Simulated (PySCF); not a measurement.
C₇H₇N.
Cartesian coordinates in Å at the GFN2-xTB level; atoms count from 1:
```xyz
15
C7H7N angstrom
C      2.6189    0.9725    1.5511
C      1.8479    0.7709    0.5327
C      1.0837    0.5780   -0.5067
N     -0.1764   -0.0093   -0.4737
C     -0.8197   -0.4773    0.6345
C     -2.0319   -0.9770    0.2531
C     -2.1315   -0.8076   -1.1453
C     -0.9760   -0.2099   -1.5603
H      3.3427    0.2388    1.8729
H      2.5797    1.8864    2.1247
H      1.4105    0.8811   -1.4942
H     -0.3619   -0.4149    1.6019
H     -2.7689   -1.4175    0.8952
H     -2.9588   -1.0920   -1.7649
H     -0.6627    0.0858   -2.5429
```

Computed with CAM-B3LYP/def2-SVPD in PySCF (dipole) on a GFN2-xTB geometry, gas phase.

Take the most abundant isotopes and a rigid rotor. The values belong to one conformer with, in the numbering `[CH2:1]=[C:2]=[CH:3][n:4]1[cH:5][cH:6][cH:7][cH:8]1`, C2–C3–N4–C5 0°.

(1) What are A, B and C (GHz)?

(2) What kind of rotor is it?

(3) Is it planar, by Δ = Ic − Ia − Ib?

(4) Give the other two planar moments, Paa and Pbb, and the rms extents of the mass along the axes.

(5) Where do the levels up to J = 5 lie, in cm⁻¹?

(6) Which lines would a microwave search look for?

(7) Estimate the classical rotational partition function at 10 K, 25 K and 200 K.

Results:

(1) Ia = 73.38, Ib = 390.87, Ic = 460.86 u·Å²; 505379 MHz·u·Å²/I gives 6887, 1293 and 1097 MHz, that is A = 6.8873, B = 1.2930, C = 1.0966 GHz.

(2) A near-prolate asymmetric top; Ray's κ = -0.932.

(3) Not planar: Δ = Ic − Ia − Ib = -3.39 u·Å². For a rigid frame Δ = −2 Σ m c², so Σ m c² = 1.69 u·Å² lies off the ab plane, practically all of it from hydrogen. The atom farthest from that plane is 0.92 Å away.

(4) Paa = Σ m a² = (Ib + Ic − Ia)/2 = 389.18 and Pbb = Σ m b² = (Ia + Ic − Ib)/2 = 71.69 u·Å². With the mass M = 105.06 u, the rms extents √(P/M) along a, b and c are 1.92, 0.83, 0.13 Å.

(5) Above 0(0,0):
J = 1: 1(0,1) 0.0797, 1(1,1) 0.2663, 1(1,0) 0.2729
J = 2: 2(0,2) 0.2390, 2(1,2) 0.4192, 2(1,1) 0.4388, 2(2,1) 0.9987, 2(2,0) 0.9988
J = 3: 3(0,3) 0.4774, 3(1,3) 0.6484, 3(1,2) 0.6877, 3(2,2) 1.2378, 3(2,1) 1.2386, 3(3,1) 2.1873, 3(3,0) 2.1873
J = 4: 4(0,4) 0.7945, 4(1,4) 0.9538, 4(1,3) 1.0192, 4(2,3) 1.5565, 4(2,2) 1.5590, 4(3,2) 2.5064, 4(3,1) 2.5065, 4(4,1) 3.8353, 4(4,0) 3.8353
J = 5: 5(0,5) 1.1897, 5(1,5) 1.3352, 5(1,4) 1.4334, 5(2,4) 1.9546, 5(2,3) 1.9605, 5(3,3) 2.9055, 5(3,2) 2.9056, 5(4,2) 4.2342, 5(4,1) 4.2342, 5(5,1) 5.9428, 5(5,0) 5.9428

(6) The dipole components are |μa| = 1.36 D, |μb| = 0.44 D, |μc| = 0.00 D; the mirror of this Cs structure is the ab plane, so μc vanishes by symmetry and there are no c-type lines. The squared components, which scale the intensities, stand as 1.00 : 0.10 (a : b). Some lines, for components of 0.1 D or more:

```tsv
type	branch	J(Ka,Kc)	MHz	lower level (cm⁻¹)
a	Q	5(1,4) ← 5(1,5)	2943	1.335
a	R	2(1,2) ← 1(1,1)	4583	0.266
b	Q	2(1,1) ← 2(0,2)	5992	0.239
b	Q	4(1,3) ← 4(0,4)	6737	0.795
a	R	4(1,4) ← 3(1,3)	9156	0.648
a	R	4(1,3) ← 3(1,2)	9941	0.688
a	R	5(2,4) ← 4(2,3)	11937	1.556
a	R	5(4,1) ← 4(4,0)	11959	3.835
a	R	5(3,3) ← 4(3,2)	11964	2.506
a	R	5(2,3) ← 4(2,2)	12037	1.559
a	R	5(1,4) ← 4(1,3)	12416	1.019
b	Q	2(2,1) ← 2(1,2)	17372	0.419
b	R	2(2,1) ← 1(1,0)	21759	0.273
b	R	3(2,2) ← 2(1,1)	23952	0.439
b	R	5(2,4) ← 4(1,3)	28042	1.019
b	Q	5(3,3) ← 5(2,4)	28508	1.955
b	R	5(2,3) ← 4(1,4)	30182	0.954
b	R	3(3,1) ← 2(2,0)	35629	0.999
b	R	4(3,1) ← 3(2,2)	38034	1.238
b	Q	4(4,0) ← 4(3,1)	39838	2.506
b	R	5(3,2) ← 4(2,3)	40446	1.556
b	Q	5(5,0) ← 5(4,1)	51222	4.234
b	Q	5(5,1) ← 5(4,2)	51222	4.234
b	R	5(5,1) ← 4(4,0)	63181	3.835
b	R	5(5,0) ← 4(4,1)	63181	3.835
```

(7) Point group Cs, symmetry number σ = 1; q = (√π/σ)·√((kT/h)³/(ABC)), k/h = 20836.6 MHz/K: 1710 at 10 K, 6740 at 25 K, 153000 at 200 K.

Whether it is a minimum is left open (no frequencies). Constants of a rigid frame at the computed geometry: no zero-point averaging, no centrifugal distortion. Quadrupole hyperfine structure (14N) is left out.

Time: 46 s of wall time. Hardware: an Arm Neoverse V1 with one thread, shared host. This is the CAM-B3LYP/def2-SVPD job that gave the dipole, with the excitations it also computed.
